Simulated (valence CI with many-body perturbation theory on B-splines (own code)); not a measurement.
The numbers below are computed, except where a source is named.
# Run record, W69+

The program does CI of the valence electrons with many-body perturbation theory for a frozen closed Dirac-Fock core.

Command, and the settings that its task file holds:

```sh
python run_cv.py task.json out
```

```
atom W  Z=74  mass_number=184  rms_radius_fm=5.3658
core [He]
valence 2s2 2p2
avg = 1
basis = S
breit = 1
cap = 10000
capref = 1200
cscale = 1
de = 0.0
dress = 0
eps = 2e-08
extrap = 1
h = 0.27
hh = 1
l2 = 3
lcore = 6
maxit = 60
n2 = 5
natural = 1
nlev = 21
nno = [3, 3, 3, 2, 1]
nroot = 26
nsp = [3, 3, 2, 1, 0]
pt2 = 1
qed = 1
rpa = 1
s1 = 1
s2 = 1
s3 = 1
screen = 1
tol = 2e-05
whole = 1
```

(1) What became of the run, and why?

Answers

(1) It gave no result: the electrons of core and valence do not add up to the charge. The program said: "core and valence hold 6 electrons, the ion has 5".
